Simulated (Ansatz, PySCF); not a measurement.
Dimer: SiH4 (SMILES [SiH4]) (first 5 atoms) with N2 (SMILES N#N); geometry from B3LYP-D3(BJ)/def2-TZVP, rigid monomers moved along the line of their centres of mass till Si1···N7 is 4.94 Å.
(charge 0, multiplicity 1):
```xyz
7

Si     0.082     0.149    -0.190
H      0.400     0.407    -1.613
H      0.258     1.397     0.585
H      0.996    -0.891     0.335
H     -1.318    -0.316    -0.074
N     -0.125    -0.553     5.687
N     -0.496    -0.566     4.661
```

Counterpoise-corrected where a basis set is named; no monomer relaxation.

Correlated levels freeze the cores. CBS: X⁻³ extrapolation of the correlation energy, Hartree–Fock from the larger set.

The values were computed with Ansatz (an electronic-structure program); PySCF for the dispersion terms. 

PBE/def2-TZVPPD gives -3.9 meV for the interaction energy.

Question: Predict the shift from PBE, with its sign, for: PBE-D3(BJ)/def2-TZVPPD, r2SCAN/def2-TZVPPD, PBE0/def2-TZVPPD, wB97M-V/def2-TZVPPD, MP2/CBS(aug-cc-pV(D+d)Z, aug-cc-pV(T+d)Z), CCSD(T)/CBS(aug-cc-pV(D+d)Z, aug-cc-pV(T+d)Z).

Answer: PBE-D3(BJ)/def2-TZVPPD -5.7; r2SCAN/def2-TZVPPD 1.3; PBE0/def2-TZVPPD 1.0; wB97M-V/def2-TZVPPD -3.4; MP2/CBS(aug-cc-pV(D+d)Z, aug-cc-pV(T+d)Z) -3.8; CCSD(T)/CBS(aug-cc-pV(D+d)Z, aug-cc-pV(T+d)Z) -3.2 meV. 2 of 6 lie above PBE; the widest gap is to PBE-D3(BJ)/def2-TZVPPD.
